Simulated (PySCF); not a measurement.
# Potential energy of MgPb along the bond

Set-up: basis Mg cc-pVDZ, Pb cc-pVDZ-PP with ECP60; scalar-relativistic core potentials; PySCF 2.14. Energies in eV from Mg + Pb in their ground configurations at the same level. State: ³Σ⁻ (triplet), unpaired electrons π ↑↑.

```tsv
R (Å)	PBE0	HSE06
2.435	-0.4306	-0.4526
2.548	-0.6643	-0.6884
2.661	-0.7891	-0.8147
2.746	-0.8316	-0.8581
2.831	-0.8424	-0.8696
2.916	-0.8299	-0.8576
3.029	-0.7884	-0.8165
3.171	-0.7128	-0.7408
3.341	-0.6074	-0.6348
3.567	-0.4683	-0.4938
```

Problem. Put a parabola through the three lowest points of the PBE0 curve and estimate Re, k and ωe (reduced mass 21.5 u; 1 eV/Å² = 0.16022 mdyn/Å; ωe = 1302.8·√(k/μ) cm⁻¹).

Solution. Through R = 2.746, 2.831, 2.916 Å the second-order coefficient is 1.61 eV/Å², so Re ≈ 2.828 Å, k ≈ 0.517 mdyn/Å and ωe ≈ 202 cm⁻¹. A polynomial fit of higher order to the unrounded PBE0 energies gives Re = 2.823 Å, k = 0.528 mdyn/Å, ωe = 204 cm⁻¹; anharmonicity and rounding make the difference.

The higher-order fit for each curve: PBE0: Re = 2.823 Å, ωe = 204 cm⁻¹, De = 0.84 eV; HSE06: Re = 2.826 Å, ωe = 204 cm⁻¹, De = 0.87 eV.

Spin–orbit coupling is left out, which matters for elements this heavy, above all for dissociation energies. The state is the lowest determinant that a PBE0 search found; another state may lie lower at other levels.
